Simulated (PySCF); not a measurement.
Predicted microwave data (PBE0/pcSseg-1 in PySCF (dipole) on a GFN2-xTB geometry, gas phase) for one isomer of C8H13FO:

```
Rotational constants : A = 1913, B = 986.6, C = 883.2 MHz
Dipole components    : |μa| = 3.38 D, |μb| = 1.71 D, |μc| = 0.52 D
Inertial defect      : -204.13 u·Å²
κ                    : -0.80
```

Question: Which candidate fits, each taken in the one conformer that was computed?
A. `[CH3:1][CH2:2][O:3][CH2:4][C:5]1=[CH:6][C@@:7]([CH3:8])([F:9])[CH2:10]1` with C1–C2–O3–C4 -179°, C2–O3–C4–C5 68°, O3–C4–C5–C6 -126°
B. `[CH3:1][C@@H:2]1[CH2:3][CH2:4][C@@:5]([CH3:6])([C:7](=[O:8])[F:9])[CH2:10]1` with C4–C5–C7–O8 2°, C1–C2–C3–C4 -164°, C2–C3–C4–C5 31°, C3–C4–C5–C6 113°, C4–C5–C10–C2 -17°
C. `[CH3:1][CH2:2]/[CH:3]=[C:4](\[C:5](=[O:6])[F:7])[CH:8]([CH3:9])[CH3:10]` with C1–C2–C3–C4 178°, C3–C4–C5–O6 0°, C3–C4–C8–C9 25°
D. `[CH3:1][CH:2]([CH3:3])[C@@:4]1([CH3:5])[CH2:6][C@H:7]1[C:8](=[O:9])[F:10]` with C1–C2–C4–C5 -58°, C6–C7–C8–O9 -163°

Answer: D. It is CC(C)[C@@]1(C)C[C@H]1C(=O)F, an asymmetric top, point group C1. The candidates at the same level (rigid rotor, commonest isotopes):

```json
{"SMILES": "CC(C)[C@@]1(C)C[C@H]1C(=O)F", "A (MHz)": "1913", "B (MHz)": "986.6", "C (MHz)": "883.2", "μa (D)": "3.38", "μb (D)": "1.71", "μc (D)": "0.52", "Δ (u·Å²)": "-204.13", "point group": "C1", "rotor": "asymmetric top"}
{"SMILES": "C[C@@H]1CC[C@@](C)(C(=O)F)C1", "A (MHz)": "2107", "B (MHz)": "912.6", "C (MHz)": "886.9", "μa (D)": "2.43", "μb (D)": "0.79", "μc (D)": "1.84", "Δ (u·Å²)": "-223.82", "point group": "C1", "rotor": "near-prolate asymmetric top"}
{"SMILES": "CC/C=C(\\C(=O)F)C(C)C", "A (MHz)": "1509", "B (MHz)": "998.9", "C (MHz)": "666.9", "μa (D)": "0.58", "μb (D)": "3.35", "μc (D)": "0.06", "Δ (u·Å²)": "-83.15", "point group": "C1", "rotor": "asymmetric top"}
{"SMILES": "CCOCC1=C[C@@](C)(F)C1", "A (MHz)": "2782", "B (MHz)": "642.9", "C (MHz)": "582.3", "μa (D)": "0.09", "μb (D)": "1.43", "μc (D)": "0.62", "Δ (u·Å²)": "-99.85", "point group": "C1", "rotor": "near-prolate asymmetric top"}
```

`C[C@@H]1CC[C@@](C)(C(=O)F)C1` has A 10 % too high; `CC/C=C(\C(=O)F)C(C)C` has C 24 % too low; `CCOCC1=C[C@@](C)(F)C1` has A 45 % too high. No structure here is proved a minimum.
